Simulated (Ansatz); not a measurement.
The cluster Sn4H2. The state is a singlet with charge 0. Geometry PBE0-D4/def2-SVP.

```xyz
6

Sn   -1.9538    1.7674    0.8345
Sn   -0.2845    0.8652   -1.3184
Sn   -0.7722   -0.8312    1.1324
Sn    0.7802   -1.8505   -1.1273
H     2.2598   -1.2033   -0.3834
H    -0.0295    1.2524    0.8622
```

In the def2 sets Sn takes a core potential; there is no spin–orbit coupling. Another isomer (singlet) lies 0.02 eV lower at LDA (SPW92)/def2-TZVP; other spin states weren't run for this one.

Task: Estimate the orbital energies around the gap (eV) in Ansatz with LDA (SPW92)/def2-TZVP, PBE-D4/def2-SVP, PBE-D4/def2-TZVP, r2SCAN-D4/def2-TZVP, PBE0-D4/def2-TZVP.

Result: 
| orbital | LDA (SPW92)/def2-TZVP | PBE-D4/def2-SVP | PBE-D4/def2-TZVP | r2SCAN-D4/def2-TZVP | PBE0-D4/def2-TZVP |
| --- | --- | --- | --- | --- | --- |
| HOMO−13 | -24.82 | -24.84 | -24.79 | -25.55 | -27.63 |
| HOMO−12 | -24.79 | -24.81 | -24.76 | -25.51 | -27.59 |
| HOMO−11 | -24.73 | -24.74 | -24.70 | -25.44 | -27.52 |
| HOMO−10 | -24.70 | -24.71 | -24.66 | -25.41 | -27.48 |
| HOMO−9 | -24.65 | -24.66 | -24.61 | -25.35 | -27.42 |
| HOMO−8 | -14.05 | -13.87 | -13.79 | -14.36 | -15.50 |
| HOMO−7 | -11.75 | -11.51 | -11.47 | -11.91 | -12.94 |
| HOMO−6 | -10.41 | -10.11 | -10.10 | -10.43 | -11.27 |
| HOMO−5 | -9.51 | -9.21 | -9.20 | -9.48 | -10.28 |
| HOMO−4 | -7.89 | -7.75 | -7.74 | -8.07 | -8.76 |
| HOMO−3 | -6.27 | -6.09 | -6.11 | -6.38 | -7.05 |
| HOMO−2 | -5.56 | -5.35 | -5.35 | -5.56 | -6.06 |
| HOMO−1 | -5.35 | -5.16 | -5.16 | -5.39 | -5.91 |
| HOMO | -5.13 | -4.92 | -4.93 | -5.13 | -5.66 |
| LUMO | -3.46 | -3.18 | -3.20 | -3.15 | -2.56 |
| LUMO+1 | -3.16 | -2.91 | -2.92 | -2.90 | -2.39 |
| LUMO+2 | -3.12 | -2.85 | -2.87 | -2.81 | -2.24 |
| LUMO+3 | -1.54 | -1.26 | -1.39 | -1.21 | -0.71 |
| LUMO+4 | -1.47 | -1.12 | -1.26 | -0.97 | -0.67 |
| LUMO+5 | -1.38 | -1.10 | -1.17 | -0.94 | -0.54 |
